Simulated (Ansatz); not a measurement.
Basis sets compared for Cd₂SCl₂ (the lowest singlet isomer of a short search). The state is a singlet with charge 0. Geometry r2SCAN-D4/def2-SVP. Ansatz on 4 threads of Arm Neoverse V1 on a shared host; times are rough, and most runs start from earlier orbitals.

```xyz
5

Cd   -0.515    0.967    1.373
Cd    0.196   -1.352   -1.103
S    -1.025   -1.254    0.880
Cl   -0.039    3.141    1.904
Cl    1.383   -1.501   -3.054
```

In the def2 sets Cd takes a core potential; there is no spin–orbit coupling. The structure comes from a short search, and lower isomers may exist.

Binding counts from free atoms (Cd singlet, S triplet, Cl doublet) in the same basis, without a counterpoise term.

```tsv
level	functions	energy (Eh)	HOMO (eV)	LUMO (eV)	binding per atom (eV)	wall time
PBE-D4/def2-SVP	116	-1653.2615	-6.47	-3.08	2.04	1.8 s
PBE-D4/def2-TZVP	191	-1653.8015	-6.63	-3.20	2.01	2.7 s
r2SCAN-D4/def2-TZVP	191	-1654.3657	-6.90	-3.01	2.05	6.5 s
PBE0-D4/def2-SVP	116	-1653.3547	-7.65	-2.29	2.02	2.8 s
PBE0-D4/def2-TZVP (with forces)	191	-1653.8868	-7.79	-2.38	2.01	7 s
```

Problem. Estimate the rows for PBE-D4/def2-TZVPD, r2SCAN-D4/def2-TZVPD, PBE0-D4/def2-TZVPD.

Solution. 
```tsv
level	functions	energy (Eh)	HOMO (eV)	LUMO (eV)	binding per atom (eV)	wall time
PBE-D4/def2-TZVPD	218	-1653.8042	-6.69	-3.26	2.01	3.6 s
r2SCAN-D4/def2-TZVPD	218	-1654.3677	-6.93	-3.06	2.06	8.5 s
PBE0-D4/def2-TZVPD	218	-1653.8890	-7.83	-2.44	2.01	7.5 s
```
